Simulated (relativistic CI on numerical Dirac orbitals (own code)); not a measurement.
# Hyperfine structure of Cr XI, mass number 53

Method of calculation: Dirac-Coulomb-Breit CI, orbitals from a KLI potential per configuration, model QED, unscaled Slater integrals (own radial code, finite nucleus).

Configuration list (outside the closed core [Ne]): 3s2 3p2, 3s 3p3, 3s2 3p 3d, 3p4, 3s 3p2 3d, 3p3 3d, 3s 3p 3d2, 3s2 3p 4s, 3s2 3p 4p, 3s2 3d 4p, 3p3 4s, 3p3 4p, 3s 3p 3d 4s, 3s2 3d2, 3s 3d3, 3p2 3d2, 3p 3d3, 3p 3d2 4s, 3p 3d2 4p, 3s2 3d 4s, 3s 3d2 4s. Double excitations out of closed p, d and f shells are left out; levels of such configurations are missing from the list, as are those of other unlisted configurations, and high levels can miss mixing partners.

Nuclear spin I = 3/2, μ = -0.47431 μN, Q = -0.15 b (tables of Stone and Pyykkö). The electronic factors are computed for point nuclear moments, without core polarisation or the Bohr-Weisskopf and QED corrections.

| Level | E (cm⁻¹) | A (MHz) | B (MHz) |
| --- | --- | --- | --- |
| 3s2 3p2 3P_1 | 5403.5 | -28.39 | -434 |
| 3s2 3p2 3P_2 | 11945.4 | -1432 | 785 |
| 3s2 3p2 1D_2 | 39586.3 | -1707 | -1640 |
| 3s 3p3 5S°_2 | 174120.3 | -4793 | 0.0759 |
| 3s 3p3 3D°_1 | 242324.3 | 2812 | -211 |
| 3s 3p3 3D°_2 | 242442.4 | -2525 | -431 |
| 3s 3p3 3D°_3 | 243874.5 | -4222 | 98.6 |
| 3s 3p3 3P°_1 | 279810.0 | -5907 | 254 |

Levels with J = 0, under 50 % of one LS term, or S terms without an open s electron are left out. Small factors come from cancelling terms and can be off by tens of per cent or more.

At this charge energies of transitions that change n are usually good to better than 1 %, and those within a shell (Δn = 0) to a few per cent.

Question: Give the hyperfine levels of 3s2 3p2 3P_2 relative to its centre of gravity.

Answer: With K = F(F + 1) − I(I + 1) − J(J + 1), E = AK/2 + B[¾K(K + 1) − I(I + 1)J(J + 1)]/[2I(2I − 1)J(2J − 1)]: F = 1/2: 7132, F = 3/2: 4297, F = 5/2: 225.5, F = 7/2: -4100 MHz.

LS names give the leading component of a level, which can be under half, so a name can repeat, a term be missing and a line seem to break the LS rules.
